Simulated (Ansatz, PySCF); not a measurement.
Reaction (SMILES): O=[SiH2] → O=[SiH2] as doublet, charge +1 + e-
Structures are relaxed separately at B3LYP-D3(BJ)/def2-TZVP in Ansatz (a first-principles code). Frequencies are from Ansatz or PySCF. A spin state is the lowest found, not a proven ground state.
Geometry of the first species:
```xyz
4

Si     0.0729    -0.4313    -0.0029
O     -0.1804     1.0669     0.0071
H     -0.9986    -1.4531    -0.0255
H      1.4209    -1.0442     0.0090
```

Property: adiabatic ionisation energy (0 K, with B3LYP-D3(BJ) harmonic zero-point energies), in eV. Valence correlation only, unless marked. UHF or UKS for open shells. Spin-orbit coupling is left out. Non-relativistic. CBS(X,Y): correlation extrapolated as X^-3; Hartree-Fock from the larger set.

```csv
level,program,adiabatic ionisation energy (eV)
BLYP/def2-TZVPD,Ansatz,10.39
BP86-D3(BJ)/def2-TZVPD,PySCF + dftd3,10.60
```

Question: Estimate the value at CCSD(T)/CBS(def2-TZVPPD,def2-QZVPPD) as computed with Ansatz.

Answer: 10.64 eV
